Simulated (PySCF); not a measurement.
PtO(OH)₂ (singlet). Method: B3LYP/[Pt def2-SVP with ECP60, O def2-SVP, H def2-SVP], scalar-relativistic core potentials, density fitting, no spin–orbit coupling, PySCF.

Harmonic bands of its minimum:

```tsv
ω (cm⁻¹)	IR (km/mol)
171	0.3
213	0.2
223	1.8
579	31.6
621	148
678	26.1
689	76.6
893	56.2
974	140
986	44.1
3720	104
3723	101
```

Question: The central atom is Pt. Infer the point group and assign the bands.

Answer: Cs. The modes span 7a' + 5a'': 171 a', 213 a', 223 a'', 579 a'', 621 a', 678 a', 689 a'', 893 a', 974 a'', 986 a', 3720 a'', 3723 a'. The computed geometry has O–H 0.975 Å (×2), Pt–O 1.745 Å, Pt–O 1.882 Å (×2); H–O–Pt 109.9° (×2), O–Pt–O 116.5° (×2), O–Pt–O 127.0°.

Other isomers or separated fragments may lie lower. No spin–orbit coupling is included, which matters more the heavier the element.
